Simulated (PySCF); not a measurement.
A structure optimised at B3LYP-D3(BJ)/def2-SVP, used in a PySCF frequency run:

```xyz
11

Ge    -0.0335     1.3008     0.0000
O     -0.7507    -0.4016     0.0000
C      0.1510    -1.3893     0.0000
C     -0.4803    -2.7586     0.0000
O      1.3443    -1.1747     0.0000
H      0.7837     1.4970    -1.2832
H     -1.3165     2.1467     0.0000
H      0.7837     1.4970     1.2832
H      0.2981    -3.5305     0.0000
H     -1.1254    -2.8682    -0.8852
H     -1.1254    -2.8682     0.8852
```
Charge 0, spin multiplicity 1.

### Question
Write its SMILES, formula and point group.

### Answer
CC(=O)[O][GeH3], C₂H₆GeO₂, Cs

### Question
What are its rotational constants (standard atomic weights)?

### Answer
9.8221, 1.6639, 1.4632 GHz
